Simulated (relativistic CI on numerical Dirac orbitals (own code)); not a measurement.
# Hyperfine structure of As, mass number 75

Method of calculation: Dirac-Coulomb-Breit CI, KLI orbitals optimised for each configuration, a model potential for QED, valence Slater integrals scaled by 0.85, P86 correlation energy added to each configuration (own radial code, finite nucleus).

Configurations in the expansion (outside the closed core [Ar] 3d10): 4s2.4p3, 4s2.4p2.5s, 4s2.4p2.4d, 4s.4p4, 4s2.4p2.5p, 4s2.4p2.6s, 4s2.4p2.6p, 4s2.4p2.5d, 4s2.4p2.4f, 4s2.4p.4d2, 4s2.4p2.6d, 4s2.4p2.5f, 4s2.4p2.5g, 4s2.4p2.6f. Levels of other configurations are missing.

Nuclear spin I = 3/2, μ = 1.4383 μN, Q = 0.311 b (tables of Stone and Pyykkö). The electronic factors are computed for point nuclear moments, without core polarisation; leaving it out makes A of s and p electrons in near-neutral atoms 20 to 40 % too small, and it can dominate for d and f shells.

```tsv
Level	E (eV)	A (MHz)	B (MHz)
4s2.4p3 2D°_3/2	1.4825	403.3	102
4s2.4p3 2D°_5/2	1.5197	697.7	-6.52
4s2.4p3 2P°_1/2	2.4452	2039	
4s2.4p3 2P°_3/2	2.5050	362.7	-97
4s2.4p2.5s 4P_1/2	6.4681	461.1	
4s2.4p2.5s 4P_3/2	6.5804	206.3	197
4s2.4p2.5s 4P_5/2	6.7434	654.7	-264
4s2.4p2.5s 2P_1/2	6.8080	102.5
```

Levels with J = 0, under 50 % of one LS term, or S terms without an open s electron are left out. Small factors come from cancelling terms and can be off by tens of per cent or more.

For a near-neutral ion this model can misplace configurations by up to about 10,000 cm⁻¹ (more where the count of f electrons changes) and terms by 10 to 25 % of their spread. Rates follow the energies as ν³ (E1, M1) or ν⁵ (E2), so they and the lifetimes can be off by large factors. The fine structure of a lone outer electron comes out too small, for d and f at times inverted, and misplaced configurations move strength between like terms. 11 of the 11 excited levels that our extract of the measured tables holds in this range could be paired (the sources list more); they are missed by 1700 cm⁻¹ on average and 2451 at most, and levels without a partner can miss by more.

Question: Give the hyperfine levels of 4s2.4p3 2D°_5/2 relative to its centre of gravity.

Answer: With K = F(F + 1) − I(I + 1) − J(J + 1), E = AK/2 + B[¾K(K + 1) − I(I + 1)J(J + 1)]/[2I(2I − 1)J(2J − 1)]: F = 1: -3667, F = 2: -2267, F = 3: -170.8, F = 4: 2615 MHz.

LS names give the leading component of a level, which can be under half, so a name can repeat, a term be missing and a line seem to break the LS rules.
